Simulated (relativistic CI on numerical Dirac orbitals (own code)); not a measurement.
**Ti4+ in a cubic cluster: 1s photoemission with charge transfer**

Computed with a charge-transfer multiplet model of a cubic metal-ligand cluster with up to 3 ligand holes, Slater and spin-orbit integrals from Dirac-Coulomb-Breit ions, Slater integrals scaled by 0.7. The ground state mixes d0 with configurations of k ligand holes L, whose averages lie at kΔ + k(k − 1)U_dd/2; a core hole lowers each added d electron by U_cd. 20 K, Lorentzian 1.1 eV and Gaussian 0.6 eV FWHM.

Atomic integrals in eV (Slater integrals scaled, ζ unscaled), ground: F2dd 5.756, F4dd 3.579, zeta_d 0.013; with the core hole: F2dd 5.756, F4dd 3.579, zeta_d 0.030, G2cd 0.034. Where a configuration has fewer than two d electrons, the dd integrals are those of d2.

Cluster parameters (eV): Δ = 0.6, U_dd = 3.9, 10Dq = 1.2, 10Dq(ligand) = 1.4, V(eg) = 1.6, V(t2g) = -0.83, final-state hopping factor = 0.8.

```
         Case   n_d    d0   d1L  d2L2  d3L3     S
U_cd = 3.3 eV  0.94  0.28  0.52  0.18  0.02  0.00
U_cd = 5.1 eV  0.94  0.28  0.52  0.18  0.02  0.00
U_cd = 6.9 eV  0.94  0.28  0.52  0.18  0.02  0.00
```

Weights, n_d and S are thermal averages at 20 K. Binding energies count from the first peak over 30 % of the highest in each spectrum, which can be another peak from case to case. The parameters are a model scan and need not match a compound or its usual spin state. Peaks in eV (height, largest 100):
- U_cd = 3.3 eV: 0.0 (100), 5.3 (11)
- U_cd = 5.1 eV: 0.0 (100), 6.0 (29)
- U_cd = 6.9 eV: 0.0 (100), 6.7 (54), 12.0 (11), 15.7 (10)

Curve for U_cd = 3.3 eV (points under 2 left out, the grid thinned):

E (eV), Intensity and a bar:
```
     -3.3        3.3 
     -3.1        3.8 #
     -2.8        4.6 #
     -2.6        5.3 #
     -2.3        6.8 #
     -2.1        8.1 ##
     -1.8       11.0 ###
     -1.6       13.7 ####
     -1.3       20.3 ######
     -1.1       27.2 ########
     -0.8       44.2 #############
     -0.6       60.9 ##################
     -0.3       88.6 ###########################
     -0.1       99.4 ##############################
      0.2       91.1 ###########################
      0.4       73.6 ######################
      0.7       46.8 ##############
      0.9       33.8 ##########
      1.2       21.6 ######
      1.4       16.6 ####
      1.7       11.9 ###
      1.9        9.8 ##
      2.1        8.3 ##
      2.4        6.7 #
      2.6        5.9 #
      2.9        5.1 #
      3.1        4.8 #
      3.4        4.5 #
      3.6        4.5 #
      3.9        4.9 #
      4.1        5.4 #
      4.4        6.9 #
      4.6        8.3 ##
      4.9       10.4 ###
      5.1       11.2 ###
      5.4       11.5 ###
      5.6       11.2 ###
      5.9       10.2 ##
      6.1        8.8 ##
      6.4        6.4 #
      6.6        5.1 #
      6.9        3.7 
      7.1        3.1 
      7.4        2.4 
      7.6        2.1
```

A d0 ion has no d-d gap: its lowest excitations are ligand-to-metal charge transfer. With the core hole the configuration with one ligand hole lies at Δ − U_cd = -2.7, -4.5, -6.3 eV from the one without, in the order of the table; where this is negative the screened configuration lies lower, though the effective hopping of about 2.8 eV (from the holes of the mixed ground state) mixes the two strongly wherever it is as large as the gap.

With at most 3 ligand holes the space is cut while the next configuration still counts, so covalency is underestimated, and a final configuration with one more ligand hole, which can lie low, is missing from the spectra.
